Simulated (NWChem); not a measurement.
C2H5Br3OSi; SMILES [Si](Br)(OCC)(Br)Br

```xyz
12

C      0.0221     2.5907     3.0968
C     -0.0023     2.2109     1.6292
O      0.0080     0.7774     1.5224
Si     0.0007    -0.0677     0.1033
Br     0.0365    -2.2105     0.6451
Br    -1.8320     0.4039    -1.0791
Br     1.7886     0.4527    -1.1266
H     -0.8573     2.1714     3.6242
H      0.0038     3.6935     3.2060
H      0.9375     2.2045     3.5869
H     -0.9131     2.6102     1.1285
H      0.8819     2.6256     1.0947
```
Atoms are numbered in this order, from 1.

Results from NWChem. Pople sets run with spherical d functions. Coordinates come from a PBE-D3(BJ)/def2-SVP optimisation. Not confirmed as a minimum by frequencies. B3LYP is NWChem's, with the RPA form of VWN correlation. Total energies compare along this basis series because the functional is fixed.

```tsv
level	basis functions	energy (Ha)	highest occupied level (eV)	orbital gap (eV)	dipole (D)
B3LYP/STO-3G	83	-8076.7267	-5.11	6.99	2.31
B3LYP/3-21G	116	-8127.0961	[?]	[?]	[?]
B3LYP/6-31G*	166	-8165.7400	-8.15	6.59	2.20
B3LYP/6-311G**	242	-8166.6290	-8.22	6.57	2.04
```

**Question.** Some entries are withheld; supply them.

**Answer.** 
- B3LYP/3-21G, highest occupied level (eV): -7.98
- B3LYP/3-21G, orbital gap (eV): 6.47
- B3LYP/3-21G, dipole (D): 2.37
